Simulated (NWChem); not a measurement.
System: CH₄CdS; SMILES C[S][CdH]

Input file for NWChem:

```
start job
memory heap 200 mb stack 900 mb global 1100 mb
geometry units angstroms noautoz
  Cd    -0.368874    -0.987016     0.054044
  H     -0.893072    -2.571565     0.023404
  S      0.434256     1.227634     0.105977
  C     -1.083645     2.241586    -0.005750
  H     -1.629822     2.077406    -0.945148
  H     -0.756959     3.290914     0.016771
  H     -1.760330     2.079595     0.844877
end
basis spherical
  * library def2-svpd
end
ecp
  Cd library def2-ecp
end
dft
  xc pbe0
  iterations 150
end
tddft
  cis
  nroots 6
  notriplet
end
task tddft energy
```

Parts of the log:

```
             Northwest Computational Chemistry Package (NWChem) 7.3.0
             --------------------------------------------------------

 C1  symmetry detected

                             Geometry "geometry" -> ""
                             -------------------------

 Output coordinates in angstroms (scale by  1.889725989 to convert to a.u.)

  No.       Tag          Charge          X              Y              Z
 ---- ---------------- ---------- -------------- -------------- --------------
    1 Cd                  48.0000    -0.02473316    -0.86216717    -0.00006591
    2 H                    1.0000    -0.47040076    -2.47085930     0.00274913
    3 S                   16.0000     0.66902285     1.38974136     0.00003700
    4 C                    6.0000    -0.90148141     2.32682268    -0.00002064
    5 H                    1.0000    -1.50474149     2.13479429    -0.89831645
    6 H                    1.0000    -0.62656245     3.39112359     0.00180460
    7 H                    1.0000    -1.50658057     2.13216786     0.89645829

 Effective nuclear repulsion energy (a.u.)     305.1879539147

                                 NWChem DFT Module
                                 -----------------

 Summary of "ao basis" -> "ao basis" (spherical)
 ------------------------------------------------------------------------------
       Tag                 Description            Shells   Functions and Types
 ---------------- ------------------------------  ------  ---------------------
 Cd                        def2-svpd                12       34   5s4p2d1f
 H                         def2-svpd                 4        8   2s2p
 S                         def2-svpd                11       27   5s4p2d
 C                         def2-svpd                 8       20   4s2p2d

            General Information
            -------------------
          SCF calculation type: DFT
          Wavefunction type:  closed shell.
          No. of atoms     :     7
          No. of electrons :    46
           Alpha electrons :    23
            Beta electrons :    23
          Charge           :     0
          Spin multiplicity:     1
          Use of symmetry is: off; symmetry adaption is: off
          Maximum number of iterations: 150
          AO basis - number of functions:   113
                     number of shells:    47
          Convergence on energy requested:  1.00D-06
          Convergence on density requested:  1.00D-05
          Convergence on gradient requested:  5.00D-04

              XC Information
              --------------
                         PBE0 Method XC Functional
                     Hartree-Fock (Exact) Exchange  0.250
          PerdewBurkeErnzerhof Exchange Functional  0.750
            Perdew 1991 LDA Correlation Functional  1.000 local
           PerdewBurkeErnz. Correlation Functional  1.000 non-local

             Grid Information
             ----------------
          Grid used for XC integration:  medium
          Radial quadrature: Mura-Knowles
          Angular quadrature: Lebedev.
          Tag              B.-S. Rad. Rad. Pts. Rad. Cut. Ang. Pts.
          ---              ---------- --------- --------- ---------
          Cd                  1.55      123          12.0       590
          H                   0.35       45          14.0       434
          S                   1.00       88          11.0       590
          C                   0.70       49          12.0       434
          Grid pruning is: on
          Number of quadrature shells:   440
          Spatial weights used:  Erf1

      Superposition of Atomic Density Guess
      -------------------------------------

 Sum of atomic energies:        -628.94728557

      Non-variational initial energy
      ------------------------------

 Total energy =    -604.809646
 1-e energy   =   -1211.106244
 2-e energy   =     449.488489
 HOMO         =      -0.288907
 LUMO         =       0.009273

   convergence    iter        energy       DeltaE   RMS-Dens  Diis-err
 ---------------- ----- ----------------- --------- --------- ---------
 d= 0,ls=0.0,diis     1   -606.0530020406 -7.63D+02  1.04D-02  2.55D-01
 d= 0,ls=0.0,diis     2   -606.0611633923 -8.16D-03  5.54D-03  1.81D-01
 d= 0,ls=0.0,diis     3   -606.0890584644 -2.79D-02  1.43D-03  2.43D-02
 d= 0,ls=0.0,diis     4   -606.0926463555 -3.59D-03  2.30D-04  4.55D-04
 d= 0,ls=0.0,diis     5   -606.0927152297 -6.89D-05  5.51D-05  1.85D-05
  Resetting Diis
 d= 0,ls=0.0,diis     6   -606.0927173666 -2.14D-06  1.11D-05  1.67D-06
 d= 0,ls=0.0,diis     7   -606.0927175296 -1.63D-07  3.77D-06  4.24D-08

         Total DFT energy =     -606.092717529634
      One electron energy =    -1212.722848782913
           Coulomb energy =      497.620604259397
    Exchange-Corr. energy =      -47.798581547902
 Nuclear repulsion energy =      156.808108541784

 Numeric. integr. density =       45.999991213796

                       DFT Final Molecular Orbital Analysis
                       ------------------------------------

 Vector   21  Occ=2.000000D+00  E=-3.350180D-01
              MO Center= -2.3D-01, -1.3D+00,  1.3D-03, r^2= 3.5D+00
   Bfn.  Coefficient  Atom+Function         Bfn.  Coefficient  Atom+Function
  ----- ------------  ---------------      ----- ------------  ---------------
     4      0.537851  1 Cd s                  2     -0.327427  1 Cd s
    35      0.323356  2 H  s                 36      0.190387  2 H  s
    22      0.166003  1 Cd d  2              54     -0.150110  3 S  px
     1      0.135683  1 Cd s                  3     -0.133698  1 Cd s
    51     -0.129125  3 S  px                74      0.123378  4 C  px

 Vector   22  Occ=2.000000D+00  E=-2.751563D-01
              MO Center=  3.4D-01,  7.5D-01,  4.2D-04, r^2= 4.3D+00
   Bfn.  Coefficient  Atom+Function         Bfn.  Coefficient  Atom+Function
  ----- ------------  ---------------      ----- ------------  ---------------
    55      0.391590  3 S  py                54      0.325266  3 S  px
    52      0.277892  3 S  py                36      0.267250  2 H  s
    51      0.231623  3 S  px                35      0.211123  2 H  s
     4     -0.176763  1 Cd s                  7      0.172236  1 Cd py
    10     -0.166567  1 Cd py                49      0.160272  3 S  py

 Vector   23  Occ=2.000000D+00  E=-2.393450D-01
              MO Center=  4.9D-01,  1.3D+00, -1.7D-04, r^2= 2.2D+00
   Bfn.  Coefficient  Atom+Function         Bfn.  Coefficient  Atom+Function
  ----- ------------  ---------------      ----- ------------  ---------------
    56      0.592332  3 S  pz                53      0.428753  3 S  pz
    50      0.242948  3 S  pz                90      0.124430  5 H  s
   106     -0.124232  7 H  s                 76     -0.110288  4 C  pz
    59      0.108805  3 S  pz                19     -0.106081  1 Cd d -1
    91      0.096278  5 H  s                107     -0.096016  7 H  s

 Vector   24  Occ=0.000000D+00  E=-3.524014D-02
              MO Center= -3.0D-01, -4.4D-01, -3.5D-04, r^2= 6.3D+00
   Bfn.  Coefficient  Atom+Function         Bfn.  Coefficient  Atom+Function
  ----- ------------  ---------------      ----- ------------  ---------------
    12      0.599550  1 Cd px                13     -0.306522  1 Cd py
     5     -0.281501  1 Cd s                 91      0.256103  5 H  s
   107      0.256228  7 H  s                 73     -0.231889  4 C  s
     9      0.230705  1 Cd px                 6     -0.214178  1 Cd px
    71      0.177355  4 C  s                 55     -0.151477  3 S  py

 Vector   25  Occ=0.000000D+00  E=-1.941477D-02
              MO Center= -1.0D-01, -8.6D-01, -4.3D-02, r^2= 5.8D+00
   Bfn.  Coefficient  Atom+Function         Bfn.  Coefficient  Atom+Function
  ----- ------------  ---------------      ----- ------------  ---------------
    14      0.847659  1 Cd pz                11      0.269779  1 Cd pz
     8     -0.232998  1 Cd pz                91      0.182847  5 H  s
    56     -0.180053  3 S  pz               107     -0.172367  7 H  s
    53     -0.124688  3 S  pz                88      0.091258  4 C  d  1
    59     -0.089245  3 S  pz                97      0.086270  5 H  pz

[...]

                                NWChem TDDFT Module
                                -------------------

            General Information
            -------------------
           No. of orbitals :     226
            Alpha orbitals :     113
             Beta orbitals :     113
        Alpha frozen cores :       0
         Beta frozen cores :       0
     Alpha frozen virtuals :       0
      Beta frozen virtuals :       0
         Spin multiplicity :       1
    Number of AO functions :     113
        Use of symmetry is : off
      Symmetry adaption is : off
         Schwarz screening :  0.10D-07

              XC Information
              --------------
                  PBE0 Method XC Functional
              Hartree-Fock (Exact) Exchange   0.25
   PerdewBurkeErnzerhof Exchange Functional   0.75
     Perdew 1991 LDA Correlation Functional   1.00 local
    PerdewBurkeErnz. Correlation Functional   1.00 non-local

             TDDFT Information
             -----------------
          Calculation type : Tamm-Dancoff TDDFT
         Wavefunction type : Restricted singlets
          No. of electrons :      46
           Alpha electrons :      23
            Beta electrons :      23
              No. of roots :       6
          Max subspacesize :    5200
            Max iterations :     100
               Target root :       1
           Target symmetry : none
      Symmetry restriction : off
                 Algorithm : Optimal
        Davidson threshold :  0.10D-03

    6 smallest eigenvalue differences (eV)
--------------------------------------------------------
  No. Spin  Occ  Vir  Irrep   E(Occ)    E(Vir)   E(Diff)
--------------------------------------------------------
    1    1   23   24 a        -0.239    -0.035     5.554
    2    1   23   25 a        -0.239    -0.019     5.985
    3    1   23   26 a        -0.239    -0.016     6.078
    4    1   22   24 a        -0.275    -0.035     6.528
    5    1   22   25 a        -0.275    -0.019     6.959
    6    1   22   26 a        -0.275    -0.016     7.052
--------------------------------------------------------

  Entering Davidson iterations
  Restricted singlet excited states

  Iter   NTrls   NConv    DeltaV     DeltaE      Time
  ----  ------  ------  ---------  ---------  ---------
    1      6       0     0.12E+00   0.10+100       37.2
    2     12       0     0.22E-01   0.31E-01       38.1
    3     18       0     0.60E-02   0.71E-03       36.4
    4     24       0     0.15E-02   0.62E-04       37.6
    5     30       2     0.28E-01   0.89E-03       38.4
    6     34       5     0.54E-02   0.14E-02       34.2
    7     35       5     0.17E-02   0.53E-04       19.0
    8     36       5     0.52E-03   0.51E-05       15.9
    9     37       5     0.10E-03   0.27E-06       22.5
   10     38       6     0.53E-04   0.11E-07       26.2
  ----  ------  ------  ---------  ---------  ---------
  Convergence criterion met

  Ground state a        -606.092717529634 a.u.

  ----------------------------------------------------------------------------
  Root   1 singlet a              0.157406440 a.u.                4.2832 eV
  ----------------------------------------------------------------------------
     Transition Moments    X  0.00055   Y  0.00035   Z  0.10356
     Dipole Oscillator Strength                    0.0011253796
     Electric Quadrupole                           0.0000000079
     Magnetic Dipole                               0.0000003671
     Total Oscillator Strength                     0.0011257546

     Occ.   23  a   ---  Virt.   24  a        0.99124
     Occ.   23  a   ---  Virt.   26  a       -0.09151
  ----------------------------------------------------------------------------
  Root   2 singlet a              0.175462918 a.u.                4.7746 eV
  ----------------------------------------------------------------------------
     Transition Moments    X -0.00048   Y  0.00525   Z  0.43284
     Dipole Oscillator Strength                    0.0219187885
     Electric Quadrupole                           0.0000000414
     Magnetic Dipole                               0.0000000348
     Total Oscillator Strength                     0.0219188647

     Occ.   23  a   ---  Virt.   24  a       -0.09156
     Occ.   23  a   ---  Virt.   26  a       -0.99168
  ----------------------------------------------------------------------------
  Root   3 singlet a              0.183199063 a.u.                4.9851 eV
  ----------------------------------------------------------------------------
     Transition Moments    X -0.04543   Y  0.36345   Z -0.00506
     Dipole Oscillator Strength                    0.0163886640
     Electric Quadrupole                           0.0000000781
     Magnetic Dipole                               0.0000001256
     Total Oscillator Strength                     0.0163888677

     Occ.   22  a   ---  Virt.   24  a       -0.29277
     Occ.   22  a   ---  Virt.   26  a        0.22642
     Occ.   23  a   ---  Virt.   25  a        0.92161
  ----------------------------------------------------------------------------
  Root   4 singlet a              0.197762436 a.u.                5.3814 eV
  ----------------------------------------------------------------------------
     Transition Moments    X  0.06869   Y -0.23132   Z  0.00046
     Dipole Oscillator Strength                    0.0076767274
     Electric Quadrupole                           0.0000000810
     Magnetic Dipole                               0.0000000991
     Total Oscillator Strength                     0.0076769074

     Occ.   22  a   ---  Virt.   24  a       -0.92876
     Occ.   22  a   ---  Virt.   26  a       -0.27557
     Occ.   23  a   ---  Virt.   25  a       -0.22297
  ----------------------------------------------------------------------------
  Root   5 singlet a              0.211514046 a.u.                5.7556 eV
  ----------------------------------------------------------------------------
     Transition Moments    X -0.00122   Y -0.00620   Z  0.02995
     Dipole Oscillator Strength                    0.0001320998
     Electric Quadrupole                           0.0000001191
     Magnetic Dipole                               0.0000015068
     Total Oscillator Strength                     0.0001337257

     Occ.   22  a   ---  Virt.   25  a       -0.99069
     Occ.   23  a   ---  Virt.   27  a       -0.08376
  ----------------------------------------------------------------------------
  Root   6 singlet a              0.235491242 a.u.                6.4080 eV
  ----------------------------------------------------------------------------
     Transition Moments    X  0.00070   Y  0.00397   Z -0.04455
     Dipole Oscillator Strength                    0.0003140706
     Electric Quadrupole                           0.0000000230
     Magnetic Dipole                               0.0000005761
     Total Oscillator Strength                     0.0003146697

     Occ.   22  a   ---  Virt.   25  a        0.08591
     Occ.   23  a   ---  Virt.   27  a       -0.96603
     Occ.   23  a   ---  Virt.   28  a        0.12515
     Occ.   23  a   ---  Virt.   29  a        0.14456
     Occ.   23  a   ---  Virt.   31  a       -0.08178
     Occ.   23  a   ---  Virt.   33  a        0.05157

              Target root =      1
          Target symmetry = none
      Ground state energy =   -606.092717529634
        Excitation energy =      0.157406439712
     Excited state energy =   -605.935311089922

  stored tddft:energy   -605.93531108992227
```

Level: PBE0/def2-SVPD with def2 effective core potentials on Cd, TDA. All runs use the structure optimised with PBE0/def2-SVP. No frequency run checked for a minimum. def2 effective core potentials on Cd; no spin-orbit coupling.
